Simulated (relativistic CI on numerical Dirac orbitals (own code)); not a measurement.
Co VI: calculation against measurement

Method of calculation: Dirac-Coulomb-Breit CI, separate exchange-only KLI orbitals for each configuration, QED by a radiative potential, valence Slater integrals scaled by 0.85, P86 correlation energy added to each configuration (own radial code, finite nucleus).

Configurations in the expansion (outside the closed core [Ne]): 3s²3p⁶3d⁴, 3s²3p⁶3d³4s, 3s²3p⁵3d⁵, 3s²3p⁶3d³4p, 3s²3p⁶3d³4d, 3s3p⁶3d⁵, 3s²3p⁶3d³5s, 3s²3p⁶3d³4f, 3s²3p⁶3d³5p, 3s²3p⁶3d³5d, 3s²3p⁶3d³5f, 3s²3p⁶3d³5g, 3s²3p⁶3d²4s4p, 3s²3p⁶3d²4s², 3s²3p⁶3d4s²4p, 3s²3p⁶3d4s²4d, 3s²3p⁶3d4s²5s, 3s²3p⁶3d²4p², 3s²3p⁶3d4s4p², 3s²3p⁶3d4p³, 3s²3p⁶3d4p²4d, 3s²3p⁶3d4p²5s. Double excitations out of closed p, d and f shells are left out; levels of such configurations are missing from the list, as are those of other unlisted configurations, and high levels can miss mixing partners.

```
Configuration  Term (tabulated)  J  Measured (cm⁻¹)  Computed  Error  Purity (%)
    3s²3p⁶3d⁴                5D  0              0.0         0      0          99
    3s²3p⁶3d⁴                5D  1            204.0       196     -8         100
    3s²3p⁶3d⁴                5D  2            589.0       568    -21         100
    3s²3p⁶3d⁴                5D  3           1124.7      1086    -39         100
    3s²3p⁶3d⁴                5D  4           1781.6      1721    -60         100
    3s²3p⁶3d⁴               3P2  0          27166.2     26830   -336          98
    3s²3p⁶3d⁴                3H  4          28376.6     26256  -2121          97
    3s²3p⁶3d⁴               3P2  1          28461.5     28074   -387          99
    3s²3p⁶3d⁴                3H  5          28805.9     26656  -2150          98
    3s²3p⁶3d⁴                3H  6          29233.8     27060  -2174          99
    3s²3p⁶3d⁴               3P2  2          30506.1     30053   -453          99
    3s²3p⁶3d⁴               3F2  2          30554.9     29411  -1144          99
    3s²3p⁶3d⁴               3F2  3          30634.6     29431  -1203          90
    3s²3p⁶3d⁴               3F2  4          30816.7     29589  -1228          90
    3s²3p⁶3d⁴                3G  3          34025.8     32158  -1868          90
    3s²3p⁶3d⁴                3G  4          34474.6     32579  -1895          90
    3s²3p⁶3d⁴                3G  5          34854.8     32898  -1957          98
    3s²3p⁶3d⁴                3D  3          41675.9     40102  -1574          99
    3s²3p⁶3d⁴                3D  2          41856.5     40288  -1569          98
    3s²3p⁶3d⁴               1G2  4          41925.9     40111  -1814          97
    3s²3p⁶3d⁴                3D  1          42098.0     40519  -1579          99
    3s²3p⁶3d⁴                1I  6          42799.6     39586  -3213          99
    3s²3p⁶3d⁴               1S2  0          45372.0     44602   -770          98
    3s²3p⁶3d⁴               1D2  2          52739.5     51056  -1684          98
    3s²3p⁶3d⁴                1F  3          59930.0     57389  -2541          99
    3s²3p⁶3d⁴               3P1  2          70164.3     68291  -1873          99
    3s²3p⁶3d⁴               3F1  4          70798.4     68573  -2226          99
    3s²3p⁶3d⁴               3F1  2          70925.6     68688  -2238          99
    3s²3p⁶3d⁴               3F1  3          70998.4     68759  -2240          99
    3s²3p⁶3d⁴               3P1  1          71624.2     69710  -1914         100
    3s²3p⁶3d⁴               3P1  0          72302.7     70392  -1911         100
    3s²3p⁶3d⁴               1G1  4          81027.4     77969  -3059          99
    3s²3p⁶3d⁴               1D1  2         106531.5    103026  -3506         100
    3s²3p⁶3d⁴               1S1  0         137619.2    134437  -3182         100
  3s²3p⁶3d³4s                5F  1         273324.8    278517   5192         100
  3s²3p⁶3d³4s                5F  2         273727.7    278907   5180         100
  3s²3p⁶3d³4s                5F  3         274319.0    279485   5166         100
  3s²3p⁶3d³4s                5F  4         275088.0    280236   5148         100
  3s²3p⁶3d³4s                5F  5         276008.0    281135   5127         100
  3s²3p⁶3d³4s                3F  2         282948.0    287719   4771          99
  3s²3p⁶3d³4s                3F  3         283961.0    288708   4747          99
  3s²3p⁶3d³4s                3F  4         285189.0    289909   4720          99
  3s²3p⁶3d³4s                5P  1         293914.5    299826   5912          99
  3s²3p⁶3d³4s                5P  2         294229.5    300120   5891          98
  3s²3p⁶3d³4s                5P  3         295025.6    300916   5890         100
  3s²3p⁶3d³4s                3G  3         298620.2    302751   4131         100
  3s²3p⁶3d³4s                3G  4         298974.6    303078   4103          97
  3s²3p⁶3d³4s                3G  5         299534.0    303601   4067          97
  3s²3p⁶3d³4s                3P  2         304909.9    310012   5103          77
  3s²3p⁶3d³4s                3P  1         305039.0    309984   4945          90
  3s²3p⁶3d³4s                3P  0         305473.1    310316   4843         100
  3s²3p⁶3d³4s                3D  1         306439.2    311853   5414          74
  3s²3p⁶3d³4s              3D †  3         307482.7    313182   5699         100
  3s²3p⁶3d³4s                3H  4         307627.0    310188   2561          80
  3s²3p⁶3d³4s                3H  5         307692.0    310087   2395          97
  3s²3p⁶3d³4s              3D †  2         307720.0    313141   5421          78
  3s²3p⁶3d³4s                3H  6         308029.5    310384   2354         100
  3s²3p⁶3d³4s                1P  1         310736.8    315423   4686          80
  3s²3p⁶3d³4s                1D  2         311916.0    317397   5481          97
  3s²3p⁶3d³4s                1H  5         312551.2    314678   2127          99
  3s²3p⁶3d³4s                3F  4         326384.3    330272   3888         100
  3s²3p⁶3d³4s                3F  3         326664.9    330549   3884          99
  3s²3p⁶3d³4s                3F  2         326902.8    330784   3882         100
  3s²3p⁶3d³4p               5G°  2         353596.7    358240   4643          98
```

Measured levels from Sugar and Corliss, J. Phys. Chem. Ref. Data 10, 1097 (1981); pairs were made by configuration, J and term (by order where the table uses no LS term), so strongly mixed levels may be paired wrongly.

Mean error by configuration (cm⁻¹): 3s²3p⁶3d⁴ -1634; 3s²3p⁶3d³4s 4504; 3s²3p⁶3d³4p 4643. Over the excited levels the mean absolute error is 2954 cm⁻¹ (63 of the 63 excited levels that our extract of the source holds in range could be paired), and the median relative error of those above 1,000 cm⁻¹ is 2 %. † marks terms whose computed intervals miss the measured ones by more than a factor of 2.5, or configurations far off the rest, from wrong mixing, a near crossing or a doubtful label or measurement; they are left out of the means.
